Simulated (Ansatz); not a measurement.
`CC(C)[CH2][AlH2]` + H₂ → `[AlH3]` + `CC(C)C` at 400 K and 1 bar (hydrogenolysis of the Al–C bond).

Calculated with Ansatz (gas phase, PBE0-D4/def2-TZVP geometries, no zero-point term in ΔE). CCSD(T)/CBS is the MP2 limit (def2-TZVPP, def2-QZVPP) plus CCSD(T) − MP2 in def2-TZVPP, frozen cores. This one scheme is used for every species. One conformer a species, not always the lowest.

| species | CCSD(T)/CBS energy (Eh) | H − E (kJ/mol) | S (J/(mol·K)) |
| --- | --- | --- | --- |
| `CC(C)[CH2][AlH2]` | -400.83779 | 389.8 | 405.7 |
| H₂ | -1.17544 | 38.0 | 139.0 |
| `[AlH3]` | -243.78045 | 63.6 | 220.9 |
| `CC(C)C` | -158.24397 | 373.6 | 323.8 |

H − E and S are ideal-gas, rigid-rotor, harmonic terms from PBE0-D4/def2-TZVP, for one conformer and one mirror image of each species. For small species the MP2-based limit differs from directly extrapolated CCSD(T) by up to some mEh (0.8 for H₂); such offsets cancel only in part. 1 Eh = 2625.50 kJ/mol, R = 8.31446 J/(mol·K).

**Question.** By hand: ΔE, ΔH, ΔS and ΔG.

**Answer.** ΔE = (-243.78045) + (-158.24397) − (-400.83779) − (-1.17544) = -0.01119 Eh = -29.4 kJ/mol. Δ(H − E) = 63.6 + 373.6 − 389.8 − 38.0 = 9.4, so ΔH = -20.0 kJ/mol. ΔS = 220.9 + 323.8 − 405.7 − 139.0 = 0.0 J/(mol·K). ΔG = -20.0 − 400 × (0.0)/1000 = -20.0 kJ/mol.

**Question.** By hand: the equilibrium constant, and the temperature at which ΔG would vanish if ΔH and ΔS stayed fixed.

**Answer.** log₁₀ K = −ΔG/(RT ln 10) = 2.6. With ΔH or ΔS at zero there is no such temperature.

The number of gas molecules stays the same, so ΔS is small and ΔH decides. A doubt of 5 kJ/mol in ΔE shifts log₁₀ K by 0.7 here. Other conformers and mirror images would add mixing entropy, several J/(mol·K) or more a flexible species. These are equilibria of isolated gas molecules and say nothing of rates. Largest T1 diagnostic: 0.009 (customary marks: 0.02 for closed shells, 0.045 for open ones).

ΔS is within the doubt of such terms, so its sign, and with it that verdict, could turn.
